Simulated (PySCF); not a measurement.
The vertical singlet excitations below were computed for one of the candidates. Method used: TDDFT CAM-B3LYP/def2-SVPD, vertical, gas phase, core orbitals frozen in the response (PySCF). Geometries: PBE0-D3(BJ)/def2-SVP, one conformer each.

```tsv
state	E (eV)	f
S1	5.84	0.0004
S2	6.54	0.036
S3	6.84	0.249
S4	7.39	0.012
S5	7.51	0.0060
S6	7.82	0.0025
S7	7.96	0.132
S8	8.04	0.014
S9	8.06	0.0027
S10	8.10	0.117
```

Question: Which structure fits? All have the formula C6H11NO.
A. `CN(C)C(=O)C1CC1`
B. `C=C[C@@H](CC)C(N)=O`
C. `CCO[C@@H](CC)C#N`

Answer: A. Its S1 lies at 5.84 eV; the nearest of the others has S1 at 5.55 eV. S1 is HOMO-1→LUMO+1 (76%), HOMO-1→LUMO+4 (13%). Löwdin shares by element: HOMO nitrogen 43%, oxygen 23%, carbon 13% or more (atoms not listed hold the other 20%); LUMO carbon 36% or more, hydrogen 18% or more (atoms not listed hold the other 46%). At the same level the other candidates give, for their lowest levels:
- `CCO[C@H](C#N)CC`: 7.43 eV (f 0.003); 7.49 eV (f 0.006); 7.83 eV (f 0.008); 7.94 eV (f 0.005); 8.08 eV (f 0.003); HOMO -9.75, LUMO 1.04 eV
- `C=C[C@@H](CC)C(N)=O`: 5.55 eV (f 0.006); 6.91 eV (f 0.145); 7.13 eV (f 0.006); 7.28 eV (f 0.018); 7.43 eV (f 0.025); HOMO -8.66, LUMO 0.80 eV

The values belong to the conformer `[CH3:1][N:2]([CH3:3])[C:4](=[O:5])[CH:6]1[CH2:7][CH2:8]1`: C1–N2–C4–O5 -5°, N2–C4–C6–C7 -155°.
